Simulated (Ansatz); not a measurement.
A made-up structure of CH3SSe (charge -1), singlet:

S1  (2.971, 0.550, 2.247)
C2  (-0.156, -0.182, -0.520)
Se3  (1.304, 0.508, 0.736)
H4  (0.456, -0.746, -1.232)
H5  (-0.501, 0.731, -1.006)
H6  (0.347, 0.813, 1.807)
(Å)

It is relaxed with PBE-D4/def2-SVPD and then PBE0-D4/def2-TZVPD (Ansatz 0.2.0). Atoms count as bonded within 1.22 times the sum of their covalent radii (H–H: 0.88 Å). The end point is not checked to be a true minimum.

**Question.** Does its bonding change? (A judgement: the text doesn't fix the answer.)

**Answer.** The calculation gives: No: no bond forms or breaks.

Where it ends: The first stage lowers the energy by 1.98 eV in 13 steps. It ends as CH₃SSe ([CH2][SeH][S]), total charge -1:
```
6
angstrom
S 2.9157 0.4916 1.4299
C -0.0264 0.1491 -0.4641
Se 0.8412 1.0147 0.9296
H 0.2372 -0.9115 -0.5071
H 0.2772 0.6633 -1.3812
H 0.1768 0.2664 2.0261
```

Labels in which every atom is bracketed show which atoms are joined, not bond orders.

For scale, one of the runs: PBE0-D4/def2-TZVPD relaxation, 167 basis functions, launched by `ansatz run in.yaml --threads 2 --pin off --events-out ev --progress --plain --max-ram 4352MiB`. Hardware: 2 CPU threads of an AMD EPYC 7R13, shared host. Wall time about 29 s.
